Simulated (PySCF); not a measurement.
Lowest triplet excitation (TDA) (eV) of eight silicon and germanium compounds: TDDFT-PBE beside TDDFT-LC-ωPBE, computed with PySCF for isolated molecules in the bases named; differences from unrounded values. The eight are the first of their class met in an unordered collection, after screening for sound electronic states; none was chosen by its value. Each molecule has one DFT geometry for both levels.

```csv
molecule,basis,TDDFT-LC-ωPBE,TDDFT-PBE,difference
"siletan-1-amine (C3H9NSi), SMILES N[SiH]1CCC1",def2-SVPD,6.51,5.36,-1.15
"CH₇F₂NSi₂, SMILES C[Si](F)(F)[SiH2]N",def2-SVPD,5.76,4.76,-1.00
"C2H4ClNSi, SMILES [Si@@H]1(C=NC1)Cl",def2-SVPD,3.32,3.06,-0.26
"CH4ClGeNSi, SMILES Cl[Si@H]1N=[CH][GeH2]1",def2-SVPD,3.08,2.91,-0.17
"Ge(H)(F)(NH2)2 (FGeH5N2), SMILES [NH2][GeH]([NH2])[F]",def2-SVPD,6.76,5.67,-1.10
"C2H5ClOSi2, SMILES O[SiH2]C#C[SiH2]Cl",def2-SVPD,4.35,4.37,0.01
"C3H8OSi2, SMILES O1C=C[SiH2][C@H]1[SiH3]",def2-SVPD,3.94,3.99,0.06
"C2H5FO2Si, SMILES C[Si@H](F)OC=O",def2-SVPD,5.16,4.96,-0.21
```

TDDFT-PBE lies below TDDFT-LC-ωPBE in 6 and above it in 2 of the eight; the mean signed difference is -0.48 and the largest -1.15 eV.
